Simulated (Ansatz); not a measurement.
Saddle point of Si2H5F3, singlet (SiHF₃ ([F][SiH]([F])[F]) + SiH₄ → Si₂H₃F₃ ([F][Si]([F])([F])[SiH3]) + H₂; bonds formed: Si1–Si7, H2–H6; bonds broken: Si1–H2, H6–Si7), PBE0-D4/def2-TZVP structure:

Si1  (-0.965, 0.135, -0.816)
H2  (0.787, 0.623, -0.547)
F3  (-0.757, -0.481, -2.260)
F4  (-2.142, -0.708, -0.163)
F5  (-1.541, 1.601, -0.986)
H6  (1.654, 0.638, -0.043)
Si7  (0.775, -0.330, 1.022)
H8  (0.244, 0.990, 1.452)
H9  (0.830, -1.093, 2.319)
H10  (1.115, -1.375, 0.021)
(Å)

Energies are electronic, without zero-point energy. Barriers and step energies count from the start structure reached by relaxing down the imaginary mode; all methods use the PBE0-D4 structures, on which another method's saddle can fall below an end. Computed with Ansatz 0.2.0 (basis: def2-TZVPP, with def2-QZVPP for the basis limit); correlated methods freeze the cores. B3LYP uses VWN-RPA correlation. Extrapolation: Hartree–Fock as exp(−7.88 √X), correlation as X^−2.97.

```
      method  barrier (kJ/mol)  step energy (kJ/mol)
       SPW92             225.9                  19.3
      PBE-D4             259.4                  14.9
     BLYP-D4             297.0                  23.8
   r2SCAN-D4             286.9                  26.4
      B97M-V             291.0                  30.3
     PBE0-D4             289.0                  23.2
    B3LYP-D4                 ?                  30.3
  r2SCAN0-D4             306.9                  31.3
    BHLYP-D4             354.2                  39.2
CAM-B3LYP-D4             332.0                  36.1
     wB97X-V             325.8                  30.9
     wB97M-V             316.1                  35.3
      B2PLYP                 ?                  36.8
    PBE-QIDH             320.5                  33.1
  RPA on PBE             337.0                  40.2
          HF                 ?                  58.8
         MP2             335.3                  38.6
        CCSD             351.1                  41.4
     CCSD(T)             334.9                  37.2
```

**Question.** Fill in the withheld barriers. (An estimate is asked for; the value comes from the calculation.)

**Answer.** Computed: B2PLYP 332.9; HF 442.1; B3LYP-D4 317.8 kJ/mol. Each is the energy of the saddle less that of the start structure, by the same method.

For comparison, the barrier by CCSD(T) at an estimated basis limit (MP2 extrapolated from triple and quadruple zeta, plus CCSD(T) − MP2 in triple zeta) is 327.2 kJ/mol.

T1 diagnostic: at most 0.014.

Labels in which every atom is bracketed show which atoms are joined, not bond orders.

For scale, one of the runs: CCSD(T)/def2-TZVPP, 247 basis functions, launched by `ansatz run in.yaml --threads 8 --pin off --events-out ev --progress --plain --max-ram 19148MiB`. Time: 2.4 min of wall clock on 8 CPU threads of an Arm Neoverse N1; the host was shared. Peak host memory: 5.2 GiB.
